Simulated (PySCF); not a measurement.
Compound: C2H6BFN2.
Bonds: C1–C2 (double), C2–F3, C2–B4, B4–N5, B4–N6. Hydrogens: H7, H8 on C1; H9, H10 on N5; H11, H12 on N6.

The calculation used PBE0-D3(BJ)/def2-SVP geometry optimisation, gas phase in PySCF 2.14.0.

Question: List the bond lengths, angles and torsions at this level.

Answer: 
| bond | length (Å) |
| --- | --- |
| C1=C2 | 1.334 |
| C2–F3 | 1.353 |
| C2–B4 | 1.586 |
| B4–N5, B4–N6 | 1.411 |
| C1–H7 | 1.091 |
| C1–H8 | 1.093 |
| N5–H9 and 3 like bonds | 1.009 |

Bonds in one row agree within 0.01 Å and their mean is given. A selection of angles:
| angle | degrees |
| --- | --- |
| C2–C1–H7 | 120.3 |
| C2–C1–H8 | 121.4 |
| H7–C1–H8 | 118.3 |
| C1–C2–F3 | 117.8 |
| C1–C2–B4 | 128.7 |
| F3–C2–B4 | 113.5 |
| C2–B4–N5 | 120.1 |
| C2–B4–N6 | 116.2 |
| N5–B4–N6 | 123.7 |
| B4–N5–H9 | 122.7 |
| H9–N5–H10 | 113.4 |
| B4–N6–H11 | 125.0 |
| B4–N6–H12 | 120.4 |
| H11–N6–H12 | 114.6 |

Torsions: C1–C2–B4–N5 9° (synperiplanar). The mirror-image conformer, all signs reversed, is as good.

N5 (boron-bound nitrogen) is planar (angles 123.4°, 122.7° and 113.4°, sum 359.6°, 0.04 Å off the plane of its three neighbours). H12 on N6 lies 2.37 Å from F3, 4 bonds away (angle at H 101°; Bondi radii sum to 2.67 Å). Of the pairs four or more bonds apart, those above aside, H7···H9 is among the closest relative to their van der Waals radii: 2.33 Å, 97 % of the sum of Bondi's values. B4 (three-coordinate boron) is planar (angles 123.7°, 120.1° and 116.2°, sum 360.0°, 0.01 Å off the plane of its three neighbours).

Point group: C1 (no symmetry element, even within 0.4 Å). PBE0-D3(BJ)/def2-SVP frequencies: not computed here.

The run took 25 s on Arm Neoverse V2, one thread, shared host with 32 logical CPUs at a one-minute load of 19, and the process peaked at 0.47 GiB of memory. That covers the optimisation of the geometry.
